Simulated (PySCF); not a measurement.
Spinor energies of Yb(57+) (ytterbium, charge +57)

Start: [Ne] 3s2 3p1; 3p3/2 filled at m_j = +3/2. Calculated with PySCF 2.14 in an even-tempered Gaussian basis (18 s from 17 bohr⁻², ratio 2.4; 14 p from 22 bohr⁻², ratio 2.4; 4 d from 73 bohr⁻², ratio 2.6; 4 f from 110 bohr⁻², ratio 2.6): generalised Hartree-Fock with the X2C-1e Hamiltonian and a Gaussian nucleus; one run each with spin-orbit coupling (SO) screened by Boettger's factors, then bare. This is a chosen level, not necessarily the ground level.

```csv
spinor shell,electrons,"ε, screened SO (eV)","ε, bare SO (eV)",weight of nominal j (bare SO),"rms radius, bare SO (bohr)"
1s1/2,2,-66178.0,-66177.3,1.000,0.0223
2s1/2,2,-14868.1,-14868.0,1.000,0.0886
2p1/2,2,-14405.9,-14432.3,1.000,0.0753
2p3/2,4,-13327.3,-13318.5,1.000,0.0821
3s1/2,2,-6005.8,-6005.8,1.000,0.212
3p3/2,1,-5583.3,-5580.9,1.000,0.211
```

```json
{"quantity": "E (hartree)", "screened SO": "-10447.45746", "bare SO": "-10448.04233"}
{"quantity": "M_J", "screened SO": "3/2", "bare SO": "3/2"}
{"quantity": "⟨J²⟩", "screened SO": "3.750", "bare SO": "3.750"}
{"quantity": "⟨L²⟩", "screened SO": "2.024", "bare SO": "2.026"}
{"quantity": "⟨S²⟩", "screened SO": "0.774", "bare SO": "0.776"}
```

Each row is a mean over spinors that exchange with the open shell spreads, by up to 26.723 eV (3s1/2).

Breit and QED terms are absent; they matter most for the inner s and p1/2 levels.

Densities and radii are taken from the X2C orbitals without a picture-change correction, which distorts them close to the nucleus.
